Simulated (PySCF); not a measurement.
Identify the unknown among the candidates.

All candidates are C6H15NOSi.

* 1H NMR: chemical shifts (computed TMS as zero) by class: 5.25 (1 H), 4.31 (1 H), 3.17 (1 H), 2.72 (1 H), 2.41 (1 H), 2.24 (3 H), 1.47 (3 H), 1.07 (3 H), -0.16 (1 H) ppm [GIAO PBE0/pcSseg-1]
* Dipole: 2.44 D [PBE0/pcSseg-1]
* 13C NMR: chemical shifts (computed TMS as zero) by class: 217.8 (1 C), 43.1 (1 C), 39.4 (1 C), 32.4 (1 C), 22.0 (1 C), 16.8 (1 C) ppm [GIAO PBE0/pcSseg-1]
* NMR, other nuclei: isotropic shieldings of nuclei other than C and H, by class: 231 (1 N), -329 (1 O), 373 (1 Si) ppm [GIAO PBE0/pcSseg-1]
* Rotational structure: rotational constants A, B, C: 2.011, 0.807, 0.712 GHz [GFN2-xTB]

Gas-phase values; electronic properties from PySCF, density fitting. Levels stand in brackets. The structure is a single GFN2-xTB conformer in the gas phase; no vibrational or solvent corrections. GFN2-xTB frequencies show an imaginary mode (26i cm⁻¹), so this geometry is no minimum at that level. NMR values are class means; diastereotopic atoms form classes of their own.

Question: Which candidate is it?
A. `C=C[Si@@H](O)N(C)CCC`
B. `CCN[SiH2][C@H](C)C(C)=O`
C. `C/C=C/[Si@H](COC)NC`

Answer: B. It is `CCN[SiH2][C@H](C)C(C)=O`. Numbering: `[CH3:1][CH2:2][NH:3][SiH2:4][C@H:5]([CH3:6])[C:7]([CH3:8])=[O:9]`. Its formula, C6H15NOSi, gives 1 degree of unsaturation: 0 rings and 1 π bond in the structure found. 6 carbons fall into 6 classes; from least to most shielded: ketone carbonyl carbon [C7] (217.8 ppm), sp3 carbon bound to nitrogen [C2] (43.1 ppm), sp3 carbon bound to silicon [C5] (39.4 ppm), methyl carbon next to a carbonyl [C8] (32.4 ppm), methyl carbon [C1] (22.0 ppm), methyl carbon [C6] (16.8 ppm). Hydrogen classes from least to most shielded: 1 H on an SiH2 silicon, Si4 (5.25 ppm), 1 H on an SiH2 silicon, Si4 (4.31 ppm), 1 H on an sp3 carbon bound to nitrogen, C2 (3.17 ppm), 1 H on an sp3 carbon bound to nitrogen, C2 (2.72 ppm), 1 H on an sp3 carbon bound to silicon, C5 (2.41 ppm), 3 H on a methyl carbon next to a carbonyl, C8 (2.24 ppm, a mean of values up to 0.6 ppm apart in this geometry), 3 H on a methyl carbon, C6 (1.47 ppm), 3 H on a methyl carbon, C1 (1.07 ppm), 1 H on a silicon-bound nitrogen, N3 (-0.16 ppm). The other shieldings belong to: 231 ppm, silicon-bound nitrogen [N3]; -329 ppm, ketone oxygen [O9]; 373 ppm, SiH2 silicon [Si4]. The optimised geometry has point group C1 and is an asymmetric top.

The others, at the same levels:
- `C=C[Si@@H](O)N(C)CCC` fails: its computed 13C shifts are 145.8 (1 C), 141.5 (1 C), 57.0 (1 C), 35.5 (1 C), 25.6 (1 C), 13.4 (1 C) ppm, 1H shifts are 6.55 (1 H), 6.46 (1 H), 6.18 (1 H), 4.93 (1 H), 3.40 (1 H), 2.78 (3 H), 2.31 (1 H), 2.00 (1 H), 1.25 (1 H), 0.84 (3 H), 0.78 (1 H) ppm and rotational constant A is 1.771 GHz (against 2.011 GHz).
- `C/C=C/[Si@H](COC)NC` fails: its computed 13C shifts are 157.8 (1 C), 135.6 (1 C), 68.5 (1 C), 65.8 (1 C), 31.4 (1 C), 27.1 (1 C) ppm, 1H shifts are 6.62 (1 H), 5.99 (1 H), 5.04 (1 H), 3.47 (3 H), 3.14 (1 H), 2.91 (1 H), 2.73 (3 H), 1.97 (3 H), 0.32 (1 H) ppm and rotational constant A is 1.744 GHz (against 2.011 GHz).

Each candidate is one conformer, not necessarily the lowest. The conformers computed, where there is a choice (atom-mapped SMILES and torsion angles):
- `[CH3:1][CH2:2][NH:3][SiH2:4][C@H:5]([CH3:6])[C:7]([CH3:8])=[O:9]`: C1–C2–N3–Si4 -81°, C2–N3–Si4–C5 -172°, N3–Si4–C5–C6 100°, Si4–C5–C7–C8 100°
- `[CH3:1]/[CH:2]=[CH:3]/[Si@H:4]([CH2:5][O:6][CH3:7])[NH:8][CH3:9]`: C2–C3–Si4–C5 -104°, C3–Si4–C5–O6 -174°, Si4–C5–O6–C7 -178°, C3–Si4–N8–C9 -60°

The conformers of `C=C[Si@@H](O)N(C)CCC` aren't listed.
